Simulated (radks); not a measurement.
Values are calculated unless marked as measured or tabulated.
Question: The mean radii <r> (bohr) of the occupied orbitals of an atom or ion are listed with their occupations. Code: a radial shooting solver on a logarithmic mesh with Libxc functionals. Model: scalar-relativistic Kohn-Sham, B86b exchange with PBE correlation, spin-polarised, spherical densities, finite nucleus; Fermi nuclear charge, rms radius of each element as measured or else 0.836 A^(1/3) + 0.57 fm.

| orbital | occ. | <r> |
|---|---|---|
| 1s up | 1 | 0.05845 |
| 1s down | 1 | 0.05844 |
| 2s up | 1 | 0.2670 |
| 2s down | 1 | 0.2665 |
| 2p up | 3 | 0.2355 |
| 2p down | 3 | 0.2350 |
| 3s up | 1 | 0.8011 |
| 3s down | 1 | 0.8064 |
| 3p up | 3 | 0.8396 |
| 3p down | 2 | 0.8487 |
| 3d up | 5 | 0.9676 |
| 3d down | 1 | 1.012 |
| 4f up | 1 | 5.710 |

Name the element and its charge. Open shells, if any, are filled with parallel spins first.

Answer: Z = 26, iron, charge +2: Fe2+ in [Ne] 3s2 3p5 3d6 4f1. The 1s radius gives Z: for a bare nucleus <r> = (2 gamma + 1)/(2Z) with gamma = sqrt(1 - (Z/c)^2), 0.05699 bohr for Z = 26, and screening makes it slightly larger (0.05845 here). The occupations add up to 24, and the charge is Z minus that.
